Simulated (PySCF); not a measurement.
Here is a computed PBE0-D3(BJ)/def2-SVP geometry (Å):
```
atom  x, y, z in Å
C1     3.742    0.123   -0.360
C2     2.532    0.213   -0.264
C3     1.174    0.312   -0.156
C4    -0.046    0.406   -0.057
B5    -1.546    0.482    0.046
P6    -2.590   -1.080    0.325
Br7   -2.387    2.203    0.099
H8     4.811    0.047   -0.445
H9    -1.928   -1.964   -0.572
H10   -3.712   -0.764   -0.489
```

Neutral, closed shell.

Task: Which heavy atoms are bonded, and with what formal order?

Result: C1–C2 1.22 Å (triple); C2–C3 1.37 Å (single); C3–C4 1.23 Å (triple); C4–B5 1.51 Å (single); B5–P6 1.90 Å (single); B5–Br7 1.92 Å (single). Bonds to hydrogen (Å): C1–H8 1.08; P6–H9 1.42; P6–H10 1.42.

Task: Which species is it?

Result: `C#CC#CB(P)Br`, C4H3BBrP. Among its features: alkyne and three-coordinate boron.

Task: Describe the place of each heavy atom.

Result: C1: terminal alkyne carbon; C2: alkyne carbon; C3: alkyne carbon; C4: alkyne carbon; B5: three-coordinate boron; P6: three-coordinate phosphorus; Br7: bromine bonded to B.

Task: What is the arrangement about C2?

Result: It has 2 neighbours (C1, C3) and is linear (angle 179.9°).

Task: What is the arrangement about C3?

Result: It has 2 neighbours (C2, C4) and is linear (angle 179.8°).
